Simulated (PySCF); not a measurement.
# Mo²⁺ (molybdenum, charge +2) across methods

[Kr] 4d3 5s1, high-spin 5F determinant (an excited configuration). Computed with PySCF 2.14 in aug-cc-pVTZ-DK (9s8p6d3f2g, 102 functions), with the spin-free X2C one-electron Hamiltonian (Gaussian nucleus).

```
 method  E (hartree)  mean ε 4p β (eV)  mean ε 4d α (eV)  mean ε 5s α (eV)  Σ⟨r²⟩ (bohr²)   ⟨S²⟩
   PBE0     -4046.93           -61.415           -26.752           -20.635          35.43  6.001
r2SCANh     -4047.24           -60.694           -26.194           -20.383          35.39  6.002
 r2SCAN     -4047.25           -59.826           -25.570           -20.094          35.39  6.002
wB97M-V     -4046.93           -64.088           -29.002           -22.536          35.60  6.001
    PBE     -4046.85           -58.970           -25.019           -19.920          35.46  6.001
    LDA     -4042.46           -59.236           -24.959           -20.227          35.43  6.000
   BP86     -4047.73           -59.162           -25.065           -20.099          35.38  6.001
    UHF  -4045.15414           -67.330           -31.181           -22.321          35.81  6.005
```
